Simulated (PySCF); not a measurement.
System: CH₇ClOSi₂, charge 0, multiplicity 1. SMILES: C[SiH](Cl)O[SiH3]
Geometry from a B3LYP-D3(BJ)/def2-TZVP (Ansatz) optimisation:
```
O
Si 1 1.6276
Si 1 1.6450 2 145.31
H 2 1.4749 1 109.50 3 -86.41
H 3 1.4778 1 107.52 2 170.67
H 3 1.4788 5 109.85 1 -119.71
H 3 1.4805 5 109.75 6 -120.44
C 2 1.8505 4 112.86 1 122.93
H 8 1.0912 2 110.61 4 177.27
H 8 1.0913 9 108.41 2 121.50
H 8 1.0923 9 108.45 10 117.59
Cl 2 2.0759 4 106.28 1 -117.24
```

Dispersion corrections to the total energy (kcal/mol) from the dftd3 and dftd4 libraries through PySCF: D3(BJ) without and D4 with the three-body term, each with the damping fitted for the functional named.

```json
[
 {"functional": "BHLYP", "D3(BJ)": "-10.15", "D4": "-9.06"},
 {"functional": "HF", "D3(BJ)": "-49.62", "D4": "-22.76"},
 {"functional": "revPBE", "D3(BJ)": "-16.13", "D4": "-19.37"},
 {"functional": "r2SCAN", "D3(BJ)": "…", "D4": "-1.75"},
 {"functional": "B3LYP", "D3(BJ)": "-12.32", "D4": "…"},
 {"functional": "B2PLYP", "D3(BJ)": "-6.10", "D4": "…"},
 {"functional": "TPSSh", "D3(BJ)": "-8.24", "D4": "-8.54"}
]
```

Problem. Fill in the missing entries.

Solution. 
- r2SCAN, D3(BJ): -2.02
- B3LYP, D4: -11.25
- B2PLYP, D4: -4.90
